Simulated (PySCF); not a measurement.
Compound: C8H12Si (charge +1 and doublet state).
Structure used (PBE0-D3(BJ)/def2-SVP), in Å, numbered top down from 1:
```
atom  x, y, z in Å
C1     3.0227   -0.0374   -1.0224
C2     2.3005   -0.1848    0.0969
Si3    0.4779    0.0642    0.2057
C4    -0.2402    0.3782    1.8772
C5    -0.8705   -0.5447    2.6168
C6    -0.5264   -1.1828   -0.8265
C7    -1.8207   -1.5153   -0.5942
C8    -0.2112    1.2107   -1.1412
C9    -1.3364    1.9467   -0.9600
H10    4.1040   -0.2086   -1.0335
H11    2.5831    0.2613   -1.9807
H12    2.8125   -0.4764    1.0224
H13   -0.0782    1.3725    2.3152
H14   -1.2279   -0.3188    3.6268
H15   -1.0482   -1.5671    2.2643
H16    0.0191   -1.6401   -1.6633
H17   -2.4515   -0.9625    0.1102
H18   -2.2707   -2.3918   -1.0773
H19    0.3393    1.2722   -2.0890
H20   -1.9968    1.8005   -0.0977
H21   -1.5984    2.7579   -1.6505
```

The hyperfine couplings belong to this conformer and change with its torsions.

Identity: `C=C[Si]([CH][CH2+])(C=C)C=C` [radical] (charge +1).

Method: UKS B3LYP, IGLO-III on C Si, pcH-1 on H, non-relativistic, mean-field spin-orbit, GIAO in PySCF. One conformer (not necessarily the lowest) at the PBE0-D3(BJ)/def2-SVP geometry, without solvent, vibrations or thermal averaging. The frame is twisted about the C6–C7 bond at this geometry (dihedral Si3–C6–C7–H17 = 11°); couplings at other torsion angles weren't computed. The SCF solution wasn't tested for stability.

**Question.** Where do the isotropic ENDOR lines of H12/H16/H19, H10/H18/H21, H11/H17/H20, H15 and H13 fall at 348.9 mT, to first order?

**Answer.** ν± = |νn ± a/2|, one line for each electron-spin manifold; νn = |g_N| × 7.62259 MHz/T × B.

```tsv
nuclei	isotope	g_N	νn (MHz)	a_iso (MHz)	lower line (MHz)	upper line (MHz)
H12/H16/H19	1H	5.5857	14.86	15.86	6.93	22.78
H10/H18/H21	1H	5.5857	14.86	8.44	10.63	19.08
H11/H17/H20	1H	5.5857	14.86	-2.47	13.62	16.09
H15	1H	5.5857	14.86	1.07	14.32	15.39
H13	1H	5.5857	14.86	1.06	14.32	15.39
```

**Question.** Which pairs are centred on the nuclear Larmor frequency, and which on half the coupling?

**Answer.** Centred on νn, since |a| < 2νn: H12/H16/H19, H10/H18/H21, H11/H17/H20, H15 and H13. No pair has |a| > 2νn.

Nuclei that the bonding pattern makes equivalent are averaged, as if the motion that swaps them (rotation, inversion, ring flip) were fast. H14 and H15 aren't averaged: C5 is flat or nearly so (angle sum 360°), and its turn about the short C5–C4 bond (1.34 Å) is taken as slow. The 1H value of +15.9 MHz is a mean of couplings from -1.1 to 27.7 MHz in this one geometry, not an average over conformers. The 1H value of +8.4 MHz is a mean of couplings from -1.6 to 14.2 MHz in this one geometry, not an average over conformers.

The Mulliken spin populations are largest on C7 (+0.33), C9 (+0.33), C6 (+0.17) and C8 (+0.16). Four atoms exceed +0.15.

The run took 3.0 min of wall time on one thread of an x86-64 server, shared host.

The SMILES draws the unpaired electron on C4; the largest computed Mulliken spin population is on C7 (0.33 against 0.00).
